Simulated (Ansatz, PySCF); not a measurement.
Stretching the C4–H7 bond in C2H6Se (SMILES CC[SeH]) (multiplicity 1 held, fragments rigid). Energies count from the point at 1.090 Å.
Geometry at that point (charge 0, multiplicity 1):
```xyz
9

Se    -0.55498    -0.21214     0.55361
H     -1.52607    -0.05920    -0.54272
C      1.03209    -0.24791    -0.62910
C      1.24880     1.03704    -1.40772
H      0.93382    -1.11105    -1.28409
H      1.85619    -0.44344     0.05686
H      1.34458     1.89203    -0.73829
H      0.41579     1.23333    -2.08444
H      2.15980     0.96633    -2.00926
```

R- and RO- levels are restricted; in cc, def2 and unpolarised 6-31G sets they are followed outwards from rest. Unrestricted levels (U-) break spin symmetry where that is lower. Curves can end on different states.

Rows in LANL2DZ carry no dispersion term and start afresh at each structure. LANL2DZ brings its own core potentials from Na on.

Programs: Ansatz (Gaussian orbitals); PySCF for LANL2DZ rows. Values without a source in brackets are computed.

Energies in eV.

```json
[
 {"R (Å)": "0.872", "U-HF/LANL2DZ": "1.27", "R-HF/cc-pVTZ": "1.20", "U-r2SCAN/cc-pVTZ": "1.24", "R-wB97X-V/cc-pVTZ": "1.27"},
 {"R (Å)": "0.981", "U-HF/LANL2DZ": "0.23", "R-HF/cc-pVTZ": "0.22", "U-r2SCAN/cc-pVTZ": "0.24", "R-wB97X-V/cc-pVTZ": "0.25"},
 {"R (Å)": "1.090", "U-HF/LANL2DZ": "0.00", "R-HF/cc-pVTZ": "0.00", "U-r2SCAN/cc-pVTZ": "0.00", "R-wB97X-V/cc-pVTZ": "0.00"},
 {"R (Å)": "1.199", "U-HF/LANL2DZ": "0.20", "R-HF/cc-pVTZ": "0.20", "U-r2SCAN/cc-pVTZ": "0.16", "R-wB97X-V/cc-pVTZ": "0.16"},
 {"R (Å)": "1.308", "U-HF/LANL2DZ": "0.63", "R-HF/cc-pVTZ": "0.62", "U-r2SCAN/cc-pVTZ": "0.53", "R-wB97X-V/cc-pVTZ": "0.54"},
 {"R (Å)": "1.472", "U-HF/LANL2DZ": "1.45", "R-HF/cc-pVTZ": "1.43", "U-r2SCAN/cc-pVTZ": "1.25", "R-wB97X-V/cc-pVTZ": "1.29"},
 {"R (Å)": "1.635", "U-HF/LANL2DZ": "2.33", "R-HF/cc-pVTZ": "2.30", "U-r2SCAN/cc-pVTZ": "2.02", "R-wB97X-V/cc-pVTZ": "2.09"},
 {"R (Å)": "1.908", "U-HF/LANL2DZ": "3.29", "R-HF/cc-pVTZ": "3.66", "U-r2SCAN/cc-pVTZ": "3.18", "R-wB97X-V/cc-pVTZ": "3.36"},
 {"R (Å)": "2.180", "U-HF/LANL2DZ": "3.67", "R-HF/cc-pVTZ": "4.82", "U-r2SCAN/cc-pVTZ": "3.98", "R-wB97X-V/cc-pVTZ": "4.44"},
 {"R (Å)": "2.507", "U-HF/LANL2DZ": "3.84", "R-HF/cc-pVTZ": "5.95", "U-r2SCAN/cc-pVTZ": "4.44", "R-wB97X-V/cc-pVTZ": "5.48"},
 {"R (Å)": "2.943", "U-HF/LANL2DZ": "3.90", "R-HF/cc-pVTZ": "7.09", "U-r2SCAN/cc-pVTZ": "4.69", "R-wB97X-V/cc-pVTZ": "6.53"},
 {"R (Å)": "3.488", "U-HF/LANL2DZ": "3.92", "R-HF/cc-pVTZ": "8.09", "U-r2SCAN/cc-pVTZ": "4.80", "R-wB97X-V/cc-pVTZ": "7.44"}
]
```

Doubts at one or more of the structures used: a spin-contaminated determinant (U-HF/LANL2DZ, U-r2SCAN/cc-pVTZ); a restricted determinant that unrestricted orbitals would lower (R-HF/cc-pVTZ, R-wB97X-V/cc-pVTZ).

Ansatz is an electronic-structure program.
